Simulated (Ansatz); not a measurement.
Geometry optimisation, Ansatz 0.2.0, RKS PBE-D4/6-31G.

Input:

```yaml
crystal:
  periodic: [false, false, false]
  atoms:
    - { symbol: Si, position_ang: [0.0, 0.0, 0.0] }
    - { symbol: O, position_ang: [0.0, 0.0, 1.68] }
    - { symbol: Si, position_ang: [-1.3147, -0.4067, 2.6436] }
    - { symbol: H, position_ang: [-2.239, -1.2403, 1.8804] }
    - { symbol: H, position_ang: [-0.8506, -1.1432, 3.8157] }
    - { symbol: H, position_ang: [-1.9987, 0.8095, 3.0733] }
    - { symbol: O, position_ang: [1.5842, 0.0, -0.5594] }
    - { symbol: C, position_ang: [2.3503, -1.1632, -0.836] }
    - { symbol: H, position_ang: [1.7187, -1.9052, -1.3675] }
    - { symbol: H, position_ang: [3.2179, -0.8926, -1.4733] }
    - { symbol: H, position_ang: [2.7141, -1.6023, 0.1163] }
    - { symbol: O, position_ang: [-0.7913, 1.3709, -0.5594] }
    - { symbol: C, position_ang: [-2.1512, 1.4177, -0.9653] }
    - { symbol: H, position_ang: [-2.7687, 0.8215, -0.2614] }
    - { symbol: H, position_ang: [-2.5023, 2.4707, -0.9639] }
    - { symbol: H, position_ang: [-2.2473, 0.9975, -1.9882] }
    - { symbol: O, position_ang: [-0.7913, -1.3709, -0.5594] }
    - { symbol: C, position_ang: [-1.5365, -2.2685, 0.2501] }
    - { symbol: H, position_ang: [-1.2251, -2.1576, 1.3097] }
    - { symbol: H, position_ang: [-2.6187, -2.04, 0.1571] }
    - { symbol: H, position_ang: [-1.349, -3.3106, -0.083] }
basis:
  gaussian: { orbitals: "6-31G" }
hamiltonian:
  xc: pbe
  dispersion: d4
relax:
  f_tol: 0.02
  max_steps: 40
```

Command:

```bash
$ ansatz run input.yaml --threads 2 --pin off --max-ram 3072MiB --backend cpu --events-out ev --progress --plain --runs-dir out
```

Question: Where does it end, and by what steps?

Answer: The run converged. The force dipped under the threshold on the way, but the program's further checks kept it going. Limits of this set-up: no polarisation functions. After 27 steps the energy has fallen by 1.694 eV; H4 moved furthest, 1.89 Å.

```json
{"step": "0", "energy less start (eV)": "0.0000", "largest force component (eV/Å)": "1.911", "accepted": "yes"}
{"step": "1", "energy less start (eV)": "-0.8373", "largest force component (eV/Å)": "0.721", "accepted": "yes"}
{"step": "2", "energy less start (eV)": "-1.1748", "largest force component (eV/Å)": "0.522", "accepted": "yes"}
{"step": "3", "energy less start (eV)": "-1.3467", "largest force component (eV/Å)": "0.339", "accepted": "yes"}
{"step": "4", "energy less start (eV)": "-1.4214", "largest force component (eV/Å)": "0.152", "accepted": "yes"}
{"step": "5", "energy less start (eV)": "-1.4631", "largest force component (eV/Å)": "0.160", "accepted": "yes"}
{"step": "6", "energy less start (eV)": "-1.4959", "largest force component (eV/Å)": "0.142", "accepted": "yes"}
{"step": "7", "energy less start (eV)": "-1.5050", "largest force component (eV/Å)": "0.473", "accepted": "yes"}
{"step": "8", "energy less start (eV)": "-1.5243", "largest force component (eV/Å)": "0.191", "accepted": "yes"}
{"step": "9", "energy less start (eV)": "-1.5500", "largest force component (eV/Å)": "0.063", "accepted": "yes"}
{"step": "10", "energy less start (eV)": "-1.5668", "largest force component (eV/Å)": "0.253", "accepted": "yes"}
{"step": "11", "energy less start (eV)": "-1.5743", "largest force component (eV/Å)": "0.515", "accepted": "yes"}
{"step": "12", "energy less start (eV)": "-1.5896", "largest force component (eV/Å)": "0.259", "accepted": "yes"}
{"step": "13", "energy less start (eV)": "-1.6137", "largest force component (eV/Å)": "0.061", "accepted": "yes"}
{"step": "14", "energy less start (eV)": "-1.6305", "largest force component (eV/Å)": "0.078", "accepted": "yes"}
{"step": "15", "energy less start (eV)": "-1.6333", "largest force component (eV/Å)": "0.505", "accepted": "yes"}
{"step": "16", "energy less start (eV)": "-1.6584", "largest force component (eV/Å)": "0.048", "accepted": "yes"}
{"step": "17", "energy less start (eV)": "-1.6610", "largest force component (eV/Å)": "0.309", "accepted": "yes"}
{"step": "18", "energy less start (eV)": "-1.6703", "largest force component (eV/Å)": "0.346", "accepted": "yes"}
{"step": "19", "energy less start (eV)": "-1.6795", "largest force component (eV/Å)": "0.152", "accepted": "yes"}
{"step": "20", "energy less start (eV)": "-1.6857", "largest force component (eV/Å)": "0.038", "accepted": "yes"}
{"step": "21", "energy less start (eV)": "-1.6884", "largest force component (eV/Å)": "0.195", "accepted": "yes"}
{"step": "22", "energy less start (eV)": "-1.6916", "largest force component (eV/Å)": "0.060", "accepted": "yes"}
{"step": "23", "energy less start (eV)": "-1.6906", "largest force component (eV/Å)": "0.115", "accepted": "no"}
{"step": "24", "energy less start (eV)": "-1.6926", "largest force component (eV/Å)": "0.009", "accepted": "yes"}
{"step": "25", "energy less start (eV)": "-1.6934", "largest force component (eV/Å)": "0.027", "accepted": "yes"}
{"step": "26", "energy less start (eV)": "-1.6939", "largest force component (eV/Å)": "0.040", "accepted": "yes"}
{"step": "27", "energy less start (eV)": "-1.6941", "largest force component (eV/Å)": "0.017", "accepted": "yes"}
```

```xyz
21
Properties=species:S:1:pos:R:3
Si -0.554 -0.502 0.148
O -0.587 -0.863 1.803
Si -1.109 -0.127 3.288
H -2.618 -0.177 3.400
H -0.489 -0.937 4.402
H -0.643 1.312 3.379
O 0.889 0.183 -0.478
C 2.072 -0.604 -0.831
H 1.791 -1.507 -1.398
H 2.707 0.046 -1.449
H 2.624 -0.897 0.080
O -1.763 0.705 -0.044
C -1.849 1.575 -1.218
H -2.533 2.394 -0.950
H -0.859 1.982 -1.481
H -2.262 1.023 -2.081
O -0.756 -1.980 -0.710
C -1.566 -3.094 -0.219
H -1.354 -3.299 0.844
H -2.642 -2.878 -0.344
H -1.298 -3.969 -0.830
```

Whether the end is a true minimum wasn't checked by a vibrational analysis.

The run took 4 min on 2 threads of Intel(R) Xeon(R) Processor @ 2.50GHz (Skylake/Cascade Lake), with other jobs on the host, peak memory 0.21 GiB.
